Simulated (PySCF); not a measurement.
Nuclear quadrupole coupling in `N#C[C@@H]1COC[C@H]1Cl`

Compound: C₅H₆ClNO.
Atom-mapped SMILES: `[N:1]#[C:2][C@@H:3]1[CH2:4][O:5][CH2:6][C@H:7]1[Cl:8]` (hydrogens: H9 on C3; H10, H11 on C4; H12, H13 on C6; H14 on C7)

Structure used (GFN2-xTB), in Å, numbered top down from 1:
```
atom  x, y, z in Å
N1    -1.6109    2.5232    0.8057
C2    -1.0772    1.7024    0.2171
C3    -0.4018    0.6566   -0.5128
C4    -1.1130   -0.7051   -0.3119
O5    -0.4580   -1.3103    0.7727
C6     0.9117   -1.0447    0.6097
C7     1.0026    0.3996    0.0771
Cl8    2.2806    0.5572   -1.1519
H9    -0.3557    0.9389   -1.5674
H10   -2.1690   -0.6073   -0.0584
H11   -1.0057   -1.3140   -1.2210
H12    1.3568   -1.7328   -0.1234
H13    1.3992   -1.1781    1.5749
H14    1.2397    1.1140    0.8674
```

Field gradients from the PBE0/pcSseg-1 density (PySCF, non-relativistic), principal values in atomic units, ordered |Vxx| ≤ |Vyy| ≤ |Vzz|:

```
atom      Vxx      Vyy      Vzz
  N1   0.4765   0.4999  -0.9765
  O5   0.0512   1.9707  -2.0219
 Cl8  -1.9617  -2.0539   4.0156
```

**Question.** Find the asymmetry η = (Vxx − Vyy)/Vzz and the couplings χ = eQV/h (234.96 MHz × Q in barn × V in au), with Q(14N) = 0.02044 b, Q(17O) = −0.0256 b, Q(35Cl) = −0.0817 b.

**Answer.** 
| atom | environment | nucleus | η | χzz (MHz) | χxx (MHz) | χyy (MHz) |
| --- | --- | --- | --- | --- | --- | --- |
| N1 | nitrile nitrogen | 14N | 0.02 | -4.690 | 2.289 | 2.401 |
| O5 | cyclic ether oxygen | 17O | 0.95 | 12.16 | -0.31 | -11.85 |
| Cl8 | alkyl chlorine | 35Cl | 0.02 | -77.09 | 37.66 | 39.43 |

The gradient is axial or nearly so (η below 0.05) at N1 and Cl8. At O5 η is above 0.9: Vyy and Vzz are nearly equal in size and opposite in sign, so a small change could swap them and flip the sign of χzz. 

**Question.** What is Vzz at O5 in SI units (1 au = 9.71736 × 10²¹ V/m²)?

**Answer.** -2.0219 au = -19.647 × 10²¹ V/m².

**Question.** And the gradient at the other heavy atoms, for which no coupling is worked out here?

**Answer.** 
```tsv
atom	environment	Vzz (au)	η
C2	nitrile carbon	-0.387	0.00
C3	sp3 carbon next to a nitrile	-0.139	0.98
C4	sp3 carbon bound to oxygen	0.342	0.58
C6	sp3 carbon bound to oxygen	0.348	0.54
C7	sp3 C–Cl carbon	0.411	0.50
```

**Question.** What couplings would deuterons (Q(2H) = 0.00286 b) have in place of the hydrogens, at this geometry?

**Answer.** 
| atom | bonded to | bond length (Å) | Vzz (au) | η | χzz (kHz) |
| --- | --- | --- | --- | --- | --- |
| H9 | C3 | 1.093 | 0.2927 | 0.03 | 197 |
| H10 | C4 | 1.090 | 0.2946 | 0.04 | 198 |
| H11 | C4 | 1.099 | 0.2808 | 0.05 | 189 |
| H12 | C6 | 1.100 | 0.2777 | 0.04 | 187 |
| H13 | C6 | 1.090 | 0.2991 | 0.05 | 201 |
| H14 | C7 | 1.091 | 0.2894 | 0.04 | 195 |

The structure is a single GFN2-xTB conformer in the gas phase; no vibrational or solvent corrections. GFN2-xTB bond lengths can be off by several hundredths of an ångström, more for odd bonds, and the gradients follow them. With so small a basis the couplings can be 20 % off.
